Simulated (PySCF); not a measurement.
[Au2F3]−: from a saddle point downhill

PySCF 2.14.0, RKS PBE0, Au def2-SVP with ECP60, F def2-SVP; non-relativistic Hamiltonian with scalar-relativistic core potentials where named; density fitting; no spin-orbit coupling. Relaxed within the symmetry of its start, the geometry (D∞h) is

```xyz
5

Au    0.0000    0.0000    2.0401
Au    0.0000    0.0000   -2.0401
F     0.0000    0.0000    0.0000
F     0.0000    0.0000    3.9764
F     0.0000    0.0000   -3.9764
```

and its lowest harmonic modes are -50, -50, 130, 144, 144, 172 cm⁻¹ (negative: unstable). It was moved along the lowest mode and relaxed again, within the group C2v that the move left.

Problem. Where does it end, and how much lower?

Solution. In C2v, 0.088 eV lower, after 14 steps:
```xyz
5

Au   -0.0169    0.1430    1.8202
Au   -0.0169    0.1430   -1.8202
F    -0.1253    1.0630    0.0000
F     0.0806   -0.6838    3.5688
F     0.0806   -0.6838   -3.5688
```

Problem. How do the contacts change?

Solution. 
| contact | saddle (Å) | end (Å) |
| --- | --- | --- |
| Au1–F3 (F) | 2.040 | 2.042 |
| Au1–F4 (F) | 1.936 | 1.937 |
| Au2–F5 (F) | 1.936 | 1.937 |


Problem. Is the end a minimum?

Solution. Yes, as far as the noise of the softest modes lets one tell (those above −25 cm⁻¹ count as noise); lowest modes 44, 117, 147, 168, 196, 347 cm⁻¹.

State: singlet.
